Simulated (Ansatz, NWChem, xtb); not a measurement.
[SnH3]− (SMILES [H][Sn-]([H])[H]): the vertical detachment energy, rung by rung

The species is [SnH3]− (4 atoms), meant as a singlet with charge -1. SMILES: `[H][Sn-]([H])[H]`. The shape comes from GFN2-xTB, which is rough for such elements, and wasn't checked as a minimum.

Quantity: the vertical detachment energy (to the doublet neutral), in eV. The values are calculated.

```
                                    level             kind  program  value (eV)
                                 GFN2-xTB   semi-empirical      xtb        7.28
                                 GFN1-xTB   semi-empirical      xtb        7.71
                                HF/STO-3G     Hartree–Fock   Ansatz       -3.06
                             SVWN5/STO-3G              LDA   Ansatz       -2.03
                              BLYP/STO-3G              GGA   Ansatz           ?
                               PBE/STO-3G              GGA   Ansatz       -2.02
                            revPBE/STO-3G              GGA   Ansatz       -2.03
                            r2SCAN/STO-3G         meta-GGA   Ansatz       -2.02
M08-HX/6-311+G**/LANL2DZ (core potential)  hybrid meta-GGA   NWChem        2.82
                             B3LYP/STO-3G    global hybrid   Ansatz       -1.89
```

Q: Estimate the missing values from the other rows.

A: As computed at these levels: BLYP/STO-3G: -2.05 eV. All-electron rows without a relativistic Hamiltonian named are non-relativistic, while core potentials hold scalar relativity, so basis and relativity change together. Spin-orbit coupling, which can split open shells on such heavy atoms by tenths of an eV, is left out. Sets without diffuse functions describe the anion poorly. The values span -3.06 to 7.71 eV. The xTB values lack the empirical shift that such differences need.
